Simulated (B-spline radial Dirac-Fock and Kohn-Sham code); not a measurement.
The L3 (2p3/2) hole of xenon ions: width and yield against charge

Model: a relativistic independent-particle model: LDA orbitals of the hole state, radiative multipoles to third order, Auger rates from the Coulomb interaction with a continuum orbital, Dirac-Fock energies. Program: an atomic code on a B-spline grid. Tabulated ground configurations, configuration averages; single configurations, so decays that open only by mixing (as 1s 2s² with 1s 2p² in Be-like ions) are missing and such tiny yields are far too low.

| ion | configuration | radiative (eV) | non-radiative (eV) | yield |
| --- | --- | --- | --- | --- |
| Xe | [Kr] 4d10 5s2 5p6 | 0.263 | 2.56 | 0.0929 |
| Xe⁺ | [Kr] 4d10 5s2 5p5 | 0.263 | 2.56 | 0.0929 |
| Xe²⁺ | [Kr] 4d10 5s2 5p4 | 0.263 | 2.56 | 0.0930 |
| Xe³⁺ | [Kr] 4d10 5s2 5p3 | 0.263 | 2.56 | 0.0931 |
| Xe⁴⁺ | [Kr] 4d10 5s2 5p2 | 0.263 | 2.56 | 0.0932 |
| Xe⁵⁺ | [Kr] 4d10 5s2 5p1 | 0.264 | 2.56 | 0.0934 |
| Xe⁶⁺ | [Kr] 4d10 5s2 | 0.264 | 2.56 | 0.0936 |
| Xe⁷⁺ | [Kr] 4d10 5s1 | 0.264 | 2.56 | 0.0935 |

Values without a named source are computed, but for edge energies of neutral atoms, which are taken from tables.
